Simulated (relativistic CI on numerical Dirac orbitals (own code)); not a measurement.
# Radial parameters of Au XLIV

Method of calculation: Dirac-Coulomb-Breit CI, orbitals from a KLI potential per configuration, a model potential for QED, unscaled Slater integrals (own radial code, finite nucleus).

Slater integrals F^k, G^k are unscaled and averaged over j, outside the closed core [Ar] 3d10; ζ comes from projecting the Hamiltonian with its Breit term on Σ l·s of the shell.

- 4s²4p⁵4d: ζ(4p) = 705940, F^2(4p,4d) = 265870, G^1(4p,4d) = 327790, G^3(4p,4d) = 210650, ζ(4d) = 88933 cm⁻¹; <r>(4p) = 0.3772, <r^2>(4p) = 0.1612, <r>(4d) = 0.3755, <r^2>(4d) = 0.1613 (bohr units).
- 4s4p⁶4d: G^2(4s,4d) = 261650, ζ(4d) = 89349 cm⁻¹; <r>(4s) = 0.3665, <r^2>(4s) = 0.1512, <r>(4d) = 0.3756, <r^2>(4d) = 0.1613 (bohr units).
- 4s²4p⁵4f: ζ(4p) = 704060, F^2(4p,4f) = 270910, G^2(4p,4f) = 207250, G^4(4p,4f) = 154350, ζ(4f) = 16535 cm⁻¹; <r>(4p) = 0.3774, <r^2>(4p) = 0.1614, <r>(4f) = 0.3472, <r^2>(4f) = 0.136 (bohr units).

Averages of the first 10 configurations, taken without configuration mixing, which lowers the lowest level and can move excited configurations by several eV; other configurations of the list can lie among them:

| Configuration | Parity | States | Average energy above the lowest level (eV) |
| --- | --- | --- | --- |
| 4s²4p⁶ | even | 1 | 0.3 |
| 4s²4p⁵4d | odd | 60 | 237.1 |
| 4s4p⁶4d | even | 20 | 452.4 |
| 4s²4p⁵4f | even | 84 | 462.5 |
| 4s4p⁶4f | odd | 28 | 678.1 |
| 4p⁶4d4f | odd | 140 | 1132.8 |
| 4s²4p⁵5s | odd | 12 | 860.8 |
| 4p⁶4d² | even | 45 | 909.5 |
| 4p⁵4d³ | odd | 720 | 1142.8 |
| 4p⁵4d²4f | even | 3780 | 1363.4 |
